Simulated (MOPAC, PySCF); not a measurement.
C4H8BN, SMILES `C(=C(/C=C)N)/B`, neutral singlet in the gas phase. 

Z-matrix (Å, degrees):
```
C
N 1 1.3524
H 2 1.0034 1 120.10
H 2 1.0044 3 116.93 1 156.21
C 1 1.3757 2 121.48 3 163.06
H 5 1.0911 1 114.55 2 -1.64
C 1 1.4641 2 116.52 3 -18.78
C 7 1.3302 1 125.39 2 -12.46
H 7 1.0815 8 119.96 1 178.71
H 8 1.0830 7 120.71 9 -1.14
H 8 1.0852 10 116.06 7 -178.07
B 5 1.5008 6 119.05 1 -179.67
H 12 1.1993 5 119.74 6 1.00
H 12 1.1998 13 117.48 5 179.43
```
Charge 0, multiplicity 1.

All levels are single points at this geometry (PBE0-D4/def2-TZVP); Pople sets use spherical d functions. Orbital energies aren't observables, and empty levels follow the basis.

HF/STO-3G in PySCF gives gap (eV) = 11.72.

Estimate the gap (eV) from each of these levels: PBE-D3(BJ)/def2-TZVP in PySCF; PBE0-D4/def2-TZVP in PySCF; B3LYP/3-21G in PySCF; B3LYP/6-311+G** in PySCF; B3LYP/6-31G* in PySCF; BP86/6-31G* in PySCF; M06-2X/6-31G* in PySCF; PBE/6-31G* in PySCF; SVWN5/6-31G* in PySCF; HF/6-31G* in PySCF; PM6 in MOPAC; PM7 in MOPAC.


```json
[
 {"level": "PBE-D3(BJ)/def2-TZVP in PySCF", "gap (eV)": "3.02"},
 {"level": "PBE0-D4/def2-TZVP in PySCF", "gap (eV)": "4.82"},
 {"level": "B3LYP/3-21G in PySCF", "gap (eV)": "4.52"},
 {"level": "B3LYP/6-311+G** in PySCF", "gap (eV)": "4.40"},
 {"level": "B3LYP/6-31G* in PySCF", "gap (eV)": "4.53"},
 {"level": "BP86/6-31G* in PySCF", "gap (eV)": "3.08"},
 {"level": "M06-2X/6-31G* in PySCF", "gap (eV)": "6.80"},
 {"level": "PBE/6-31G* in PySCF", "gap (eV)": "3.07"},
 {"level": "SVWN5/6-31G* in PySCF", "gap (eV)": "3.04"},
 {"level": "HF/6-31G* in PySCF", "gap (eV)": "10.69"},
 {"level": "PM6 in MOPAC", "gap (eV)": "8.34"},
 {"level": "PM7 in MOPAC", "gap (eV)": "8.12"}
]
```
